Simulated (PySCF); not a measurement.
SMILES Fc1ccccc1-c1ccccc1F at its GFN2-xTB optimised geometry (Å):

```
22

F     -1.8555    -0.5744     0.0215
C     -1.1871     0.6009     0.0000
C     -1.9259     1.7681     0.0013
C     -1.2650     2.9838    -0.0033
C      0.1194     3.0155    -0.0042
C      0.8447     1.8385     0.0000
C      0.2059     0.6009     0.0000
C      0.9717    -0.6570    -0.0014
C      0.6651    -1.6904    -0.8835
C      1.3904    -2.8675    -0.8828
C      2.4386    -3.0423     0.0049
C      2.7627    -2.0337     0.8951
C      2.0321    -0.8615     0.8784
F      2.3570     0.1028     1.7690
H     -3.0030     1.7098     0.0093
H     -1.8320     3.9019    -0.0038
H      0.6379     3.9621    -0.0072
H      1.9234     1.8716    -0.0053
H     -0.1477    -1.5600    -1.5813
H      1.1345    -3.6524    -1.5779
H      3.0030    -3.9621     0.0085
H      3.5689    -2.1421     1.6036
```

Calculation: PBE/def2-SVP (PySCF). Cells within 0.4 Å of a nucleus heavier than hydrogen are left out (blank, or x).

Map of the electron localisation function on the plane z = 0.0 Å:

```
|0000000000000000000000000|
|0000000010000110000000000|
|0000001897002997000000000|
|0000006999208999200000000|
|0000005999518999000000000|
|0000000799575992000000000|
|000000015xx9xx40010000000|
|0000587488475966997000000|
|00019998x5305xx9999100000|
|00029999x64056x9997000000|
|0000798478272772310000000|
|000000003xx9xx50000000000|
|0000002678465985431000000|
|00000058xx3045x7864100000|
|00000037885047x6654320000|
|0000000255105871135530000|
|0000000000025530057630000|
|0000000000024544568510000|
|00000000000125684x5400000|
|0000000000002457659930000|
|0000000000000222499981000|
|0000000000000000299991000|
|0000000000000000069940000|
|0000000000000000001100000|
|0000000000000000000000000|
```
Scale: ten equal steps from 0.000 (start of '0') to 1.000 (end of '9'), in the order '0123456789'; x runs from -6.00 to 6.00, y from -6.00 (bottom) to 6.00 (top).
